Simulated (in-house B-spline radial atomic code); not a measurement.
A radial electron density 4πr²n(r) was computed for an atom or ion in its tabulated ground configuration with a B-spline radial code for spherical atoms; method: Dirac-Hartree-Fock, average of configuration. Columns: r (bohr), 4πr²n(r) (electrons per bohr), bar.

```
 0.00136    1.577 #
 0.00169    2.315 ##
 0.00209    3.349 ##
 0.00259    4.821 ###
 0.00321    6.871 ####
 0.00398    9.675 ######
 0.00493    13.39 #########
 0.00611    18.19 ############
 0.00757    24.11 ################
 0.00938    31.03 ####################
  0.0116    38.45 #########################
  0.0144    45.76 ##############################
  0.0179    51.64 ##################################
  0.0221     54.7 ####################################
  0.0274     54.4 ####################################
   0.034    51.19 ##################################
  0.0421     47.5 ###############################
  0.0522    46.83 ###############################
  0.0647    51.65 ##################################
  0.0802     60.5 ########################################
  0.0994    67.22 ############################################
   0.123     65.3 ###########################################
   0.153    54.49 ####################################
   0.189    44.37 #############################
   0.234    43.75 #############################
   0.291    50.49 #################################
    0.36    51.33 ##################################
   0.446    39.52 ##########################
   0.553    22.93 ###############
   0.686    13.43 #########
    0.85    12.33 ########
    1.05    12.58 ########
     1.3    10.07 #######
    1.62    6.066 ####
       2    3.171 ##
    2.48    1.581 #
    3.08   0.7919 #
    3.82   0.3632 
    4.73   0.1318 
    5.86  0.03258 
    7.26 0.004801 
       9 0.0003614 
    11.2 1.099e-05
```

Task: Which atom or ion is it?
A. Tc+
B. Mo+
C. Ru+
D. Tc2+

Result: A. The area under the curve, ∫4πr²n dr = ∫r·4πr²n d(ln r) on this logarithmic grid, is 42 electrons, which only this option has. The configuration is [Kr] 4d5 5s1.
